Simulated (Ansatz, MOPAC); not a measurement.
System: BF, net charge 0, singlet state. SMILES: F[B]
Structure (B3LYP-D3(BJ)/def2-TZVP (Ansatz, a quantum-chemistry and plane-wave program) minimum search):
```xyz
2

B      0.0000     0.0000    -0.8132
F      0.0000     0.0000     0.4518
```
Charge 0, spin multiplicity 1.

Wanted: vertical ionisation energy to the doublet, in eV. Terms: open shells spin-unrestricted; no spin-orbit coupling; each state is the SCF solution reached for its charge and spin; frozen cores in correlated levels; 6-31G* and kin with 6d, 5d where marked; non-relativistic. CBS marks a two-point X^-3 extrapolation of the correlation energy; Hartree-Fock from the larger set. First-principles rows: single points at B3LYP-D3(BJ) geometries (Ansatz). Semi-empirical rows: differences of heats of formation at the shared geometry for vertical values.

```tsv
species	coefficient	E at B3LYP/6-31G* (Ansatz), Eh	E at wB97M-V/def2-TZVPD (Ansatz), Eh	heat of formation at AM1 (MOPAC), kcal/mol
charge 1, doublet	+1	-124.25946	-124.27984	206.43
charge 0, singlet	-1	-124.65796	-124.68946	-56.36
```

Coupled cluster (Ansatz) is a level with limits of its own, used here on species with T1 under 0.025 (0.045 for open shells) and stable references: CCSD(T)/CBS(aug-cc-pVTZ,aug-cc-pVQZ). Value to compare with, CCSD(T)/CBS(aug-cc-pVTZ,aug-cc-pVQZ) (Ansatz): 11.18 eV. 1 Eh = 27.2114 eV and 1 eV = 23.0605 kcal/mol.

**Question.** Compute it at each level from the table, and compare with CCSD(T)/CBS(aug-cc-pVTZ,aug-cc-pVQZ) (Ansatz).

**Answer.** 
- B3LYP/6-31G*: the sum of coefficient times E is 0.39850 Eh, or 10.844 eV. Result: 10.84 eV. Its difference against CCSD(T)/CBS(aug-cc-pVTZ,aug-cc-pVQZ) (Ansatz) is -0.34 eV.
- wB97M-V/def2-TZVPD: the sum of coefficient times E is 0.40962 Eh, or 11.146 eV. Result: 11.15 eV. Its difference against CCSD(T)/CBS(aug-cc-pVTZ,aug-cc-pVQZ) (Ansatz) is -0.03 eV.
- AM1: the sum of coefficient times heat of formation is 262.79 kcal/mol, or 11.40 eV. Its difference against CCSD(T)/CBS(aug-cc-pVTZ,aug-cc-pVQZ) (Ansatz) is 0.22 eV.
